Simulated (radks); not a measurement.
The numbers below are computed, except where a source is named.
Species: Sm8+. Configuration: [Kr] 4d10 4f4 5s2 5p2. Level of theory: Dirac Kohn-Sham, BLYP, spin-unpolarised, spherical densities, finite nucleus; open shells fill j = l - 1/2 first; Fermi nuclear charge, rms radius 5.0819 fm (a radial shooting solver on a logarithmic mesh with Libxc functionals).

Spin-orbit splittings of the eigenvalues, e(l+1/2) - e(l-1/2), with zeta = 2 splitting/(2l+1) and mean radii in bohr:

2p: occ. 6; splitting (eV) 603.1; zeta (eV) 402.1; <r> j=l-1/2 0.08072; <r> j=l+1/2 0.08735
3p: occ. 6; splitting (eV) 122.1; zeta (eV) 81.40; <r> j=l-1/2 0.2442; <r> j=l+1/2 0.2569
3d: occ. 10; splitting (eV) 26.52; zeta (eV) 10.61; <r> j=l-1/2 0.2286; <r> j=l+1/2 0.2326
4p: occ. 6; splitting (eV) 27.22; zeta (eV) 18.15; <r> j=l-1/2 0.5896; <r> j=l+1/2 0.6177
4d: occ. 10; splitting (eV) 4.945; zeta (eV) 1.978; <r> j=l-1/2 0.6542; <r> j=l+1/2 0.6637
4f: occ. 4; splitting (eV) 0.7145; zeta (eV) 0.2041; <r> j=l-1/2 0.7903; <r> j=l+1/2 0.7958
5p: occ. 2; splitting (eV) 5.421; zeta (eV) 3.614; <r> j=l-1/2 1.365; <r> j=l+1/2 1.419
